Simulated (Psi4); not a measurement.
C₃H₉Al (SMILES [CH3][Al]([CH3])[CH3]), singlet, geometry from GFN2-xTB (such geometries of metal compounds can be far from the true shape); CCSD(T)/STO-3G in Psi4 1.11.

Here is a job for Psi4.
```
memory 2 GB

molecule mol {
0 1
  Al    0.013776    0.005364    0.001119
  C    -1.367121   -1.423289   -0.177128
  H    -1.449591   -1.801698   -1.201667
  H    -2.369334   -1.074526    0.094358
  H    -1.151179   -2.287400    0.460506
  C    -0.160273    1.696227   -1.043094
  H     0.696765    1.872642   -1.701937
  H    -0.231015    2.580975   -0.401292
  H    -1.051819    1.697710   -1.679555
  C     1.568750   -0.257473    1.222865
  H     2.240815    0.607500    1.227244
  H     2.176454   -1.126142    0.947513
  H     1.263117   -0.423591    2.261461
}

set basis sto-3g
set reference rhf

energy('ccsd(t)')
print_variables()
```

Task: Write the output that Psi4 gives for this input, abridged.

Result: 
```
   => Loading Basis Set <=

    Name: STO-3G
    Role: ORBITAL
    Keyword: BASIS

         ---------------------------------------------------------
                                   SCF
               by Justin Turney, Rob Parrish, Andy Simmonett
                          and Daniel G. A. Smith
                              RHF Reference
         ---------------------------------------------------------

  ==> Geometry <==

    Molecular point group: c1
    Full point group: C1

    Geometry (in Angstrom), charge = 0, multiplicity = 1:

       Center              X                  Y                   Z               Mass
    ------------   -----------------  -----------------  -----------------  -----------------
         AL          -0.000007866433     0.000143673489     0.000167031091    26.981538530000
         C           -1.380904866433    -1.428509326511    -0.178079968909    12.000000000000
         H           -1.463374866433    -1.806918326511    -1.202618968909     1.007825032230
         H           -2.383117866433    -1.079746326511     0.093406031091     1.007825032230
         H           -1.164962866433    -2.292620326511     0.459554031091     1.007825032230
         C           -0.174056866433     1.691006673489    -1.044045968909    12.000000000000
         H            0.682981133567     1.867421673489    -1.702888968909     1.007825032230
         H           -0.244798866433     2.575754673489    -0.402243968909     1.007825032230
         H           -1.065602866433     1.692489673489    -1.680506968909     1.007825032230
         C            1.554966133567    -0.262693326511     1.221913031091    12.000000000000
         H            2.227031133567     0.602279673489     1.226292031091     1.007825032230
         H            2.162670133567    -1.131362326511     0.946561031091     1.007825032230
         H            1.249333133567    -0.428811326511     2.260509031091     1.007825032230

  Running in c1 symmetry.

  Rotational constants: A =      0.16060  B =      0.16055  C =      0.08398 [cm^-1]
  Rotational constants: A =   4814.66841  B =   4813.11004  C =   2517.67338 [MHz]
  Nuclear repulsion =  148.981176627397417

  Charge       = 0
  Multiplicity = 1
  Electrons    = 40
  Nalpha       = 20
  Nbeta        = 20

  ==> Algorithm <==

  SCF Algorithm Type is PK.
  DIIS enabled.
  MOM disabled.
  Fractional occupation disabled.
  Guess Type is SAD.
  Energy threshold   = 1.00e-08
  Density threshold  = 1.00e-08
[...]
  @RHF Final Energy:  -356.52404703649313
    Total Energy =                       -356.5240470364931298
[...]
             10   2         0.0022480830

    Largest TIjAb Amplitudes:
     18  18   1   1        -0.0525988986
     19  19   1   1        -0.0525851774
     17  17   0   0        -0.0362035553
     17  17   1   1        -0.0347361736
     14  14   4   4        -0.0314043907
     15  15   5   5        -0.0314019876
     19  19   2   2        -0.0308177066
     18  18   3   3        -0.0308025947
     17  18   1   3        -0.0272915572
     18  17   3   1        -0.0272915572

    SCF energy       (wfn)                    = -356.524047036493130
    Reference energy (file100)                = -356.524047036493528

    Opposite-spin MP2 correlation energy      =   -0.174874398652572
    Same-spin MP2 correlation energy          =   -0.020646471661470
    Singles MP2 correlation energy            =   -0.000000000000000
    MP2 correlation energy                    =   -0.195520870314042
      * MP2 total energy                      = -356.719567906807583

    Opposite-spin CCSD correlation energy     =   -0.240736166725705
    Same-spin CCSD correlation energy         =   -0.016323298808805
    Singles CCSD correlation energy           =    0.000000000000000
    CCSD correlation energy                   =   -0.257059465534510
      * CCSD total energy                     = -356.781106502028024

            **************************
            *                        *
            *        CCTRIPLES       *
            *                        *
            **************************

    Wave function   =    CCSD_T
    Reference wfn   =      RHF

    Nuclear Rep. energy (wfn)                =  148.981176627397417
    SCF energy          (wfn)                = -356.524047036493130
    Reference energy    (file100)            = -356.524047036493528
    CCSD energy         (file100)            =   -0.257059465534510
    Total CCSD energy   (file100)            = -356.781106502028024

    Number of ijk index combinations:             1540
    Approx. words needed per explicit thread:            8788
    Number of threads for explicit ijk threading:    1

    MKL num_threads set to 1 for explicit threading.

    (T) energy                                =   -0.002026228131349
      * CCSD(T) total energy                  = -356.783132730159366

  Variable Map:
  ----------------------------------------------------------------------------
[...]
  Array Variable Map:
  ----------------------------------------------------------------------------
[...]
[...]
```
